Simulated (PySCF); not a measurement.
# Spin states of HfBr

Unrestricted PBE0; PySCF, scalar-relativistic core potentials, basis sets Hf def2-TZVPPD with ECP60, Br def2-TZVPPD. Outer shells of the fragments: Hf 5d2 6s2; Br 3d10 4s2 4p5.

Followed along the bond (rough minima from three points):

| 2Ms+1 | unpaired | ⟨S²⟩ at the start | R at minimum (Å) | Te (eV) |
| --- | --- | --- | --- | --- |
| 2 | δ ↑ | 0.87 | 2.47 | 0.00 |
| 2 | π ↑ | 1.18 | 2.51 | 0.19 |
| 4 | σ ↑, π ↑, δ ↑ | 3.75 | 2.53 | 0.55 |
| 4 | σ ↑, π ↑, δ ↑ | 3.75 | 2.53 | 0.58 |
| 4 | σ ↑, δ ↑↑ | 3.75 | 2.49 | 0.65 |
| 2 | σ ↑ | 0.75 | 2.51 | 0.85 |

Solutions found at the starting distance of 2.515 Å, counted from the lowest of them; the search is not exhaustive and high or unbound solutions are not listed, so other states can lie among these:

```csv
2Ms+1,unpaired,term,E (eV),⟨S²⟩,⟨Lz²⟩,μ (D)
2,δ ↑,²Δ,0.00,0.87,4.01,-1.83
2,π ↑,mixed,0.18,1.18,1.97,-2.59
4,"σ ↑, π ↑, δ ↑",mixed,0.54,3.75,4.85,-2.99
4,"σ ↑, π ↑, δ ↑",mixed,0.57,3.75,5.00,-3.11
4,"σ ↑, δ ↑↑",⁴Σ⁻,0.64,3.75,0.00,-4.00
2,σ ↑,²Σ⁺,0.84,0.75,0.00,-0.52
4,"σ ↑↑, δ ↑",⁴Δ,0.84,3.75,4.01,-0.96
4,"σ ↑, π ↑↑",⁴Σ⁻,1.05,3.75,0.00,-2.57
2,"σ ↑, π ↓, δ ↑",mixed,1.19,1.75,4.92,-3.65
2,"σ ↑, δ ↑↓",mixed,1.34,1.75,8.02,-3.26
```

A term symbol is given only where ⟨S²⟩ and ⟨Lz²⟩ are close to those of a pure state; real π, δ and φ orbitals otherwise mix terms. A positive dipole means Hf(−)Br(+).

Spin–orbit coupling is left out. With d or f electrons several states lie close, and the lowest PBE0 determinant need not be the measured ground state.
